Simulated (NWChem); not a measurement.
Molecule: ZnSH, doublet; SMILES [SH][Zn]

```xyz
3

Zn    -0.0123     0.8136     0.0000
S     -0.0574    -1.4273     0.0000
H      1.2883    -1.5727     0.0000
```
Atoms are numbered in this order, from 1.

In the optimisation the excess spin sits in a' (Cs, its own frame). All runs use the structure optimised with B3LYP/6-31G* (spherical d), spin-unrestricted. The spin multiplicity was typed, not searched, and may not be the lowest. No stability test was run on the SCF state. B3LYP is NWChem's, with the RPA form of VWN correlation.

Symmetry labels are those of Cs in the frame above (b1 and b2, or b-type labels, depend on it).

Task: List the 6 lowest vertical excitations from B3LYP/def2-SVP, spin-unrestricted, TDA (NWChem).

Result: 
```csv
state,energy (eV),oscillator strength,symmetry of the excitation,<S²>
state 1,1.90,0.002,a",0.77
state 2,3.99,0.119,a',0.77
state 3,4.60,0.050,a',0.77
state 4,5.07,0.064,a",0.76
state 5,5.52,0.000,a",2.60
state 6,5.55,0.007,a',0.80
```
